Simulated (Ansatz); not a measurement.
Wavefunction ladder for CH₅BF₃N (`C[NH2+][B-](F)(F)F`)

Z-matrix (Å, degrees):
```
C
N 1 1.471
H 1 1.088 2 108.3
H 1 1.088 2 108.3 3 -117.8
H 1 1.090 2 111.3 3 121.1
B 2 1.658 1 114.2 3 58.9
H 2 1.016 1 110.8 3 -61.9
H 2 1.016 1 110.8 3 179.7
F 6 1.372 2 103.9 1 179.9
F 6 1.371 2 105.0 1 -60.3
F 6 1.371 2 105.0 1 60.1
```

Total charge 0; spin multiplicity 1. Geometry: relaxed with PBE0-D4/def2-TZVP. It is one conformer, not always the lowest. Frozen core, restricted reference, the Gaussian-basis code of Ansatz. CBS rows extrapolate triple and quadruple zeta; past MP2 they add the triple-zeta difference.

| basis | HF (Eh) | MP2 corr. | CCSD corr. | (T) | CCSD(T) total |
| --- | --- | --- | --- | --- | --- |
| def2-SVP | -418.12292 | -0.96235 | ? | ? | ? |
| def2-TZVPP | -418.63343 | -1.24960 | -1.27443 | -0.03958 | -419.94744 |
| def2-QZVPP | -418.65190 | ? | – | – | – |
| CBS(def2) | -418.65445 | ? | -1.46049 | as TZ | ? |

Question: Fill in the withheld values. (An estimate is asked.)

Answer: Computed: def2-SVP CCSD corr.: -0.99848; def2-SVP (T): -0.01917; def2-SVP CCSD(T) total: -419.14057; def2-QZVPP MP2 corr.: -1.35648; CBS(def2) MP2 corr.: -1.43565; CBS(def2) CCSD(T) total: -420.15452.
